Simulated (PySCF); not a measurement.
A GIAO shielding run with PySCF (density fitting, non-relativistic, gas phase) on SMILES N#C[Si@H]([SiH3])OCC[SiH3], C3H11NOSi3:

```
$ OMP_NUM_THREADS=1 python probes_run.py task.json out

{"job": {"kind": "nmr", "xc": "PBE0", "basis": "pcSseg-1"}, "charge": 0, "multiplicity": 1}
N      2.033203     3.325211     0.243484
C      1.953690     2.215241     0.520498
Si     1.817551     0.378307     0.901453
Si     3.481672    -0.864983    -0.079114
O      0.488750    -0.209586     0.191094
C     -0.853265     0.194223     0.278407
C     -1.703306    -0.652125    -0.647384
Si    -3.547081    -0.196764    -0.569338
H      1.667942     0.427378     2.368060
H      3.629010    -0.651433    -1.521466
H      3.305485    -2.305702     0.127430
H      4.750447    -0.490743     0.550101
H     -1.189598     0.088925     1.316674
H     -0.925333     1.254395     0.008988
H     -1.559954    -1.700918    -0.381264
H     -1.325075    -0.534444    -1.664224
H     -4.270531    -1.064928    -1.498545
H     -4.039892    -0.408763     0.793334
H     -3.723520     1.205959    -0.945650
```

Hardware: 1 thread of an Arm Neoverse V1, shared host. The job also computes population analyses, field gradients.

(1) How large is the calculation?

(2) How long does it take, and how much memory does it need?

## Answers

(1) 86 electrons, 212 basis functions and 1167 auxiliary functions.

(2) 57 s of wall time, with 14 SCF cycles and 5 response iterations; peak memory 0.95 GiB. Times on a shared host scatter by some tens of per cent.
